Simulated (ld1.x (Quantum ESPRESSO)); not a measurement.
# holmium (Ho), ultrasoft: configuration errors across variants

ld1.x (Quantum ESPRESSO) 7.5 input, shortened:

```
&input
   title='Ho', zed=67., rel=1, dft='PBESOL', iswitch=3,
   config='[Xe] 4f11 5d0 6s2 6p0'
 /
 &inputp
   pseudotype=3, tm=.true., lloc=-1, rcloc=0.65,
   nlcc=.true., rcore=0.35,
   which_augfun='PSQ', rmatch_augfun_nc=.true.
 /
8
5S  1  0   2.00   0.00  1.65  2.20  0.0
6S  2  0   2.00   0.00  1.65  2.20  0.0
5P  2  1   6.00   0.00  2.00  2.15  0.0
6P  3  1   0.00   0.00  2.00  2.15  0.0
5D  3  2   0.00   0.00  3.55  4.05  0.0
5D  3  2   0.00   1.00  3.55  4.05  0.0
4F  4  3  11.00   0.00  0.70  0.75  0.0
4F  4  3   0.00   3.15  0.70  0.75  0.0
 &test
   configts(1)='4f11 5s2 5p6 5d0 6s2 6p0'
 /
```

All-electron excitation energies from the reference (eV): (1) 4f11 5s2 5p6 5d0 6s1 6p0 6.323; (2) 4f11 5s2 5p6 5d0 6s0 6p0 18.019; (3) 4f10 5s2 5p6 5d0 6s0 6p0 44.022; (4) 4f11 5s2 5p6 5d0 6s1 6p1 2.754; (5) 4f11 5s2 5p6 5d1 6s0 6p0 8.623.

The overlap operator is not positive definite (basis up to 400 Ry) in “base”, “wave 5d channel at 1 Ry: rcut 3.55, rcutus 4.05 bohr becomes 5d channel at -0.18 Ry: rcut 3.55, rcutus 4.05 bohr”, “wave 5d channel at 1 Ry: rcut 3.55, rcutus 4.05 bohr becomes 5d channel at -0.01 Ry: rcut 3.55, rcutus 4.05 bohr”, “wave 5d channel at 1 Ry: rcut 3.55, rcutus 4.05 bohr becomes 5d channel at 0.25 Ry: rcut 3.55, rcutus 4.05 bohr”, “wave 5d channel at 1 Ry: rcut 3.55, rcutus 4.05 bohr becomes 5d channel at 2.06 Ry: rcut 3.55, rcutus 4.05 bohr”, “wave 5d channel at 1 Ry: rcut 3.55, rcutus 4.05 bohr becomes 5d channel at 5.29 Ry: rcut 3.55, rcutus 4.05 bohr”. Such files are unfit for use, however small their errors in these radial tests.

Tests that are not counted but printed errors over 1 eV. “base”: 4f9 5s2 5p6 5d0 6s0 6p0 (solver errors, printed error -4347 eV); 4f10 5s2 5p6 5d1 6s2 6p0 (solver errors, printed error -4.0 eV). “wave 5d channel at 1 Ry: rcut 3.55, rcutus 4.05 bohr becomes 5d channel at -0.18 Ry: rcut 3.55, rcutus 4.05 bohr”: 4f9 5s2 5p6 5d0 6s0 6p0 (solver errors, printed error -4347 eV); 4f10 5s2 5p6 5d1 6s2 6p0 (solver errors, printed error -4299 eV). “wave 5d channel at 1 Ry: rcut 3.55, rcutus 4.05 bohr becomes 5d channel at -0.01 Ry: rcut 3.55, rcutus 4.05 bohr”: 4f9 5s2 5p6 5d0 6s0 6p0 (solver errors, printed error -4347 eV); 4f10 5s2 5p6 5d1 6s2 6p0 (solver errors, printed error -4.0 eV). “wave 5d channel at 1 Ry: rcut 3.55, rcutus 4.05 bohr becomes 5d channel at 0.25 Ry: rcut 3.55, rcutus 4.05 bohr”: 4f9 5s2 5p6 5d0 6s0 6p0 (solver errors, printed error -4347 eV). “wave 5d channel at 1 Ry: rcut 3.55, rcutus 4.05 bohr becomes 5d channel at 2.06 Ry: rcut 3.55, rcutus 4.05 bohr”: 4f9 5s2 5p6 5d0 6s0 6p0 (solver errors, printed error -4347 eV); 4f10 5s2 5p6 5d1 6s2 6p0 (solver errors, printed error -4.0 eV).

A true bound ghost makes a file unfit for plane-wave use even where its test errors are small: the radial tests pick states by their node count and pass the ghost by. Where a test does run into it, the solver fails or the error is huge.

Errors AE − PS in meV (a dash: test not solved or not reliable):

| change | (1) | (2) | (3) | (4) | (5) | bound ghosts |
| --- | --- | --- | --- | --- | --- | --- |
| base | +0.1 | -1.0 | -692 | -0.4 | +10.0 | d (s, p not tested, overlap not positive) |
| wave 5d channel at 1 Ry: rcut 3.55, rcutus 4.05 bohr becomes 5d channel at -0.18 Ry: rcut 3.55, rcutus 4.05 bohr | +0.1 | -1.0 | -692 | -0.4 | – | d (s, p not tested, overlap not positive) |
| wave 5d channel at 1 Ry: rcut 3.55, rcutus 4.05 bohr becomes 5d channel at -0.01 Ry: rcut 3.55, rcutus 4.05 bohr | +0.1 | -1.0 | -692 | -0.4 | +2.1 | d (s, p not tested, overlap not positive) |
| wave 5d channel at 1 Ry: rcut 3.55, rcutus 4.05 bohr becomes 5d channel at 0.25 Ry: rcut 3.55, rcutus 4.05 bohr | +0.1 | -1.0 | -692 | -0.4 | +2216 | d (s, p not tested, overlap not positive) |
| wave 5d channel at 1 Ry: rcut 3.55, rcutus 4.05 bohr becomes 5d channel at 2.06 Ry: rcut 3.55, rcutus 4.05 bohr | +0.1 | -1.0 | -692 | -0.4 | +11 | d (s, p not tested, overlap not positive) |
| wave 5d channel at 1 Ry: rcut 3.55, rcutus 4.05 bohr becomes 5d channel at 5.29 Ry: rcut 3.55, rcutus 4.05 bohr | +0.1 | -1.0 | -692 | -0.4 | – | d (s, p not tested, overlap not positive) |

Question: Give the same row for: wave 5d channel at 1 Ry: rcut 3.55, rcutus 4.05 bohr becomes 5d channel at 0.8 Ry: rcut 3.55, rcutus 4.05 bohr.

Answer: +0.1, -1.0, -692, -0.4, +9.4; bound ghosts: d (s, p not tested, overlap not positive). Not counted: 4f9 5s2 5p6 5d0 6s0 6p0 (solver errors, printed error -4347 eV); 4f10 5s2 5p6 5d1 6s2 6p0 (solver errors, printed error -4.0 eV). Its overlap operator is not positive definite in a basis up to 400 Ry (lowest eigenvalue s -0.25, p -0.30), so the file is unfit for use: the generalised eigenproblem breaks down once the basis is large enough, and its test numbers describe a broken file.
